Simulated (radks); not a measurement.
The numbers below are computed, except where a source is named.
Ionisation ladder of aluminium, from Al to Al12+. Each ion is in the ground configuration listed by NIST, and IE = E(next ion) - E(this ion), with E = 0 for the bare nucleus. Code: a radial shooting solver on a logarithmic mesh with Libxc functionals. Model: scalar-relativistic Kohn-Sham, LDA (Slater exchange, VWN5 correlation), spin-polarised, spherical densities, finite nucleus; open shells are filled with parallel spins first; Fermi nuclear charge, rms radius 3.061 fm.

| species | configuration | IE, Delta-SCF (eV) | <r> HOMO (bohr) | IE, NIST (eV) | kind | error (eV) |
|---|---|---|---|---|---|---|
| Al | [Ne] 3s2 3p1 | 5.992 | 3.39 | 5.986 | exp. | +0.006 |
| Al+ | [Ne] 3s2 | 18.927 | 2.37 | 18.829 | exp. | +0.098 |
| Al2+ | [Ne] 3s1 | 28.873 | 2.18 | 28.448 | exp. | +0.426 |
| Al3+ | [Ne] | 120.43 | 0.598 | 119.99 | exp. | +0.4 |
| Al4+ | [He] 2s2 2p5 | 154.39 | 0.569 | 153.83 | semi-emp. | +0.6 |
| Al5+ | [He] 2s2 2p4 | 190.10 | 0.544 | 190.49 | semi-emp. | -0.4 |
| Al6+ | [He] 2s2 2p3 | 242.40 | 0.510 | 241.8 | semi-emp. | +0.6 |
| Al7+ | [He] 2s2 2p2 | 285.58 | 0.490 | 284.6 | semi-emp. | +0.9 |
| Al8+ | [He] 2s2 2p1 | 330.09 | 0.472 | 330.21 | semi-emp. | -0.1 |
| Al9+ | [He] 2s2 | 395.29 | 0.522 | 398.7 | semi-emp. | -3.4 |
| Al10+ | [He] 2s1 | 441.21 | 0.510 | 442.01 | theory | -0.8 |
| Al11+ | [He] | 2075.5 | 0.119 | 2086.0 | theory | -10.5 |
| Al12+ | 1s1 | 2290.3 | 0.116 | 2304.1 | theory | -13.9 |

Reference values: NIST Atomic Spectra Database (exp. = measured, semi-emp. = semi-empirical, theory = theoretical value adopted there). The ionisation energy per charge of the ion left behind rises most, in proportion, at Al11+ ([He]), from 40.110 to 172.96 eV. Against the entries that are not theoretical the mean signed error is +0.2 % and the largest +1.5 %. Open shells are spherical and high-spin; term and fine-structure splittings are not resolved.
